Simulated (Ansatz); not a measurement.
Gas-phase electronic energies from Ansatz, PBE0-D4/def2-TZVP geometries. CBS: MP2 limit from def2 TZ/QZ plus the TZ coupled-cluster correction, frozen cores. This one scheme is used for every species. One conformer a species, not always the lowest.

Reaction (ligand exchange at the Si–C bond): `C=C(S)[SiH2]Cl` + `C=CN[SiH3]` → `C=CN([SiH3])[SiH2]Cl` + `C=CS`

| species | CCSD(T)/CBS(def2) energy (Eh) |
| --- | --- |
| `C=C(S)[SiH2]Cl` | -1225.77233 |
| `C=CN[SiH3]` | -424.08767 |
| `C=CN([SiH3])[SiH2]Cl` | -1173.62341 |
| `C=CS` | -476.25541 |

(1) Work out ΔE.

Largest T1 diagnostic among the species: 0.012.

Results:

(1) ΔE = (-1173.62341) + (-476.25541) − (-1225.77233) − (-424.08767) = -0.01882 Eh = -11.8 kcal/mol.

The D4 term adds −1.6 kcal/mol with B3LYP and −0.9 kcal/mol with PBE0; it sums over pairs of atoms, weighted by their polarisabilities, and B3LYP, whose exchange is more repulsive, gets the larger term. In def2-TZVPP, CCSD(T) changes the Hartree–Fock value by −1.2 kcal/mol (the triples alone add −0.0 kcal/mol) and MP2 by −1.2 kcal/mol.

B3LYP here is the variant with VWN-RPA as its local correlation; programs differ in this.
